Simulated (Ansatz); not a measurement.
**Question.** Predict a relaxed structure of (KNH2)4 cube (K4N4H8), charge 0, singlet, at PBE0-D4/def2-SVP (Ansatz).

**Answer.** 
```xyz
16

K    -1.4158   -1.7077    0.1156
K     1.2640   -0.4612   -1.7671
K     1.4618    0.3753    1.6297
K    -1.3101    1.7935    0.0217
N    -1.4237   -0.0367   -2.0022
N     1.2768   -2.0594    0.4060
N    -1.2101    0.1196    2.1349
N     1.3565    1.9763   -0.5388
H    -1.2418    0.7131   -2.6849
H    -2.1881   -0.5269   -2.4844
H     1.9613   -2.7184    0.0131
H     1.1167   -2.5027    1.3222
H    -1.0078   -0.6422    2.7983
H    -1.8899    0.6553    2.6900
H     2.1168    2.5900   -0.2186
H     1.1332    2.4319   -1.4355
```
Point group D2d (tolerance 0.1 Å). This is one stationary point.
